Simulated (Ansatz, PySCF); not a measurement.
This Ansatz (a first-principles code) input computes a SVWN5/def2-TZVPD energy:

Ansatz 0.2 input:
```yaml
crystal:
  periodic: [false, false, false]
  atoms:
    - {symbol: Si, position_ang: [-0.01646950, 0.01731768, 0.93641135]}
    - {symbol: Cl, position_ang: [1.06105131, 1.22723111, -0.38986665]}
    - {symbol: Cl, position_ang: [-1.04748819, -1.24149273, -0.38129564]}
basis:
  gaussian:
    orbitals: def2-TZVPD
hamiltonian:
  xc: {name: SVWN5}
output: {forces: true}
```

Question: Write an input for the same energy in PySCF and say what it gives.

Answer: 
```python
from pyscf import gto, scf, dft

mol = gto.M(
    atom='''
    Si   -0.01646950    0.01731768    0.93641135
    Cl    1.06105131    1.22723111   -0.38986665
    Cl   -1.04748819   -1.24149273   -0.38129564
    ''',
    basis='def2-tzvpd',
    charge=0,
    spin=0,
    verbose=4,
)

mf = dft.RKS(mol, xc='svwn').density_fit(auxbasis='def2-universal-jkfit')
mf.grids.level = 3
mf.conv_tol = 1e-9
mf.max_cycle = 100
mf.max_memory = 1500
mf.kernel()
if not mf.converged:
    mf = mf.newton()
    mf.kernel(mf.make_rdm1())
mf.analyze()
```
It gives -1205.89330 Eh, and Ansatz -1205.89325 Eh, a difference of 0.05 mEh, from the treatment of integrals and grids.
